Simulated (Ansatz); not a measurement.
CH9B2NSi (`BN(B)[SiH2]C`), charge 0, multiplicity 1.

Q: Give a relaxed structure at PBE0-D4/def2-TZVP (Ansatz). (Estimate.)

A: Computed: 
Z-matrix (Å, degrees):
```
Si
C 1 1.859
N 1 1.776 2 112.2
H 1 1.486 2 110.4 3 -120.1
H 1 1.486 2 110.5 3 120.1
H 2 1.094 1 108.9 3 179.8
H 2 1.092 1 111.7 3 -60.9
H 2 1.092 1 111.7 3 60.4
B 3 1.427 1 115.9 2 -179.3
B 3 1.423 1 123.9 2 0.8
H 9 1.195 3 120.0 1 180.0
H 9 1.201 3 119.0 1 -0.0
H 10 1.198 3 120.3 1 -0.0
H 10 1.196 3 119.0 1 180.0
```
Point group Cs.
This is one stationary point; other conformers may exist.
